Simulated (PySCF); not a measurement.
A GIAO shielding run with PySCF (density fitting, non-relativistic, gas phase) on `InChI=1S/C4H12F2Si2/c1-4(6)2-7-8-3-5/h4H,2-3,7-8H2,1H3/t4-/m1/s1`:

```
$ OMP_NUM_THREADS=1 python probes_run.py task.json out

{"job": {"kind": "nmr", "xc": "PBE0", "basis": "pcSseg-1"}, "charge": 0, "multiplicity": 1}
C     -2.489932     1.174104     1.165823
C     -1.405322     0.520327     0.323948
F     -0.239605     1.273308     0.460230
C     -1.105126    -0.913103     0.724444
Si     0.303941    -1.691161    -0.318127
Si     2.278135    -0.491625    -0.119374
C      2.339197     0.811516    -1.530843
F      1.962859     0.222563    -2.727605
H     -2.214850     1.139602     2.217615
H     -3.430240     0.648645     1.026941
H     -2.618378     2.213524     0.872584
H     -1.659609     0.579371    -0.742312
H     -2.022900    -1.490079     0.614502
H     -0.843553    -0.928463     1.783892
H     -0.222324    -1.777062    -1.688378
H      0.423577    -3.071949     0.177396
H      2.488943     0.272499     1.115263
H      3.465465    -1.342924    -0.299926
H      1.647118     1.638837    -1.364548
H      3.337453     1.222748    -1.694559
```

Hardware: 1 thread of an Arm Neoverse V1, shared host. The job also computes population analyses, field gradients.

Task: How large is the calculation?

Result: 82 electrons, 210 basis functions and 1136 auxiliary functions.

Task: How long does it take, and how much memory does it need?

Result: 48 s of wall time, with 12 SCF cycles and 4 response iterations; peak memory 1 GiB. Times on a shared host scatter by some tens of per cent.
